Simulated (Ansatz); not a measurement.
Geometry optimisation, Ansatz, RKS B3LYP/def2-SVP.

Input:

```yaml
crystal:
  periodic: [false, false, false]
  atoms:
    - { symbol: B, position_ang: [0.0, 0.0, 0.0] }
    - { symbol: O, position_ang: [0.0, 0.0, 1.76] }
    - { symbol: H, position_ang: [-0.9095, -0.2814, 2.0971] }
    - { symbol: H, position_ang: [1.0305, 0.0, -0.595] }
    - { symbol: H, position_ang: [-1.0305, 0.0, -0.595] }
    - { symbol: O, position_ang: [0.0766, 1.621, 0.5392] }
    - { symbol: Si, position_ang: [0.6742, 2.1133, 2.0302] }
    - { symbol: H, position_ang: [1.069, 0.9424, 2.8077] }
    - { symbol: H, position_ang: [1.8341, 2.9769, 1.8293] }
    - { symbol: H, position_ang: [-0.3605, 2.849, 2.751] }
    - { symbol: H, position_ang: [0.0506, 1.0697, 1.5173] }
basis:
  gaussian: { orbitals: def2-SVP }
hamiltonian:
  xc: b3lyp
relax:
  f_tol: 0.15
  max_steps: 25
  restrain:
    - { distance: [0, 5], at: 1.41, k: 30.0 }
    - { distance: [10, 1], at: 1.01, k: 30.0 }
    - { distance: [0, 1], at: 2.61, k: 30.0 }
    - { distance: [10, 5], at: 2.21, k: 30.0 }
```

Launched with:

```bash
$ ansatz run input.yaml --threads 2 --pin off --max-ram 3072MiB --backend cpu --events-out ev --progress --plain --runs-dir out
```

Q: Where does it end, and by what steps?

A: The forces met the threshold. The restraints hold the end off the free minimum. After 14 steps the energy has fallen by 6.759 eV (the restraints' own energy left out); H11 moved furthest, 1.62 Å. The start is strongly strained (largest force component 9 eV/Å), so its close contacts needn't be bonds. Parted: B1–O2, O6–H11, Si7–H11.

```tsv
step	energy less start (eV)	largest force component (eV/Å)	accepted
0	0.0000	8.572	yes
1	-1.8717	6.337	yes
2	-3.0155	4.272	yes
3	-4.1333	3.223	yes
4	-5.3152	2.649	yes
5	-6.0769	1.719	yes
6	-6.3358	1.450	yes
7	-6.5204	1.425	yes
8	-6.6400	1.118	yes
9	-6.7076	0.812	yes
10	-6.7190	1.177	yes
11	-6.7537	0.886	yes
12	-6.7260	1.507	no
13	-6.7564	0.734	yes
14	-6.7587	0.777	yes
```

```xyz
11
Properties=species:S:1:pos:R:3
B 0.096 0.642 0.060
O -0.567 -1.029 1.946
H -1.334 -1.425 1.508
H 1.224 0.285 -0.193
H -0.855 0.255 -0.574
O -0.130 1.639 0.996
Si 0.988 2.555 1.871
H 1.711 1.684 2.838
H 1.955 3.208 0.946
H 0.209 3.587 2.605
H -0.863 -0.110 2.138
```

The run took 18 s on 2 threads of AMD EPYC 9R45 96-Core Processor (Zen 5), on a shared host, peak memory 0.2 GiB.
